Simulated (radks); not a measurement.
Question: All-electron atom: Ti4+ in [Ar]. Method: Dirac Kohn-Sham, PBEsol, spin-unpolarised, spherical densities, point nucleus; computed with a radial shooting solver on a logarithmic mesh with Libxc functionals. Some entries of the table are withheld. Estimate them.

orbital,occ.,eigenvalue (eV),<r^2> (bohr^2),r(max) (bohr)
1s1/2,2,-4916.143,0.006524,0.04559
2s1/2,2,-591.7098,0.1250,0.2692
2p1/2,2,-503.1239,(1),0.2182
2p3/2,4,-497.3677,(2),0.2204
3s1/2,2,(3),1.091,0.8581
3p1/2,2,(4),1.217,(5)
3p3/2,4,(6),1.233,(7)

Answer: 
(1) 2p1/2 <r^2> (bohr^2): 0.1026
(2) 2p3/2 <r^2> (bohr^2): 0.1044
(3) 3s1/2 eigenvalue (eV): -113.7155
(4) 3p1/2 eigenvalue (eV): -89.7854
(5) 3p1/2 r(max) (bohr): 0.8779
(6) 3p3/2 eigenvalue (eV): -89.0493
(7) 3p3/2 r(max) (bohr): 0.8838
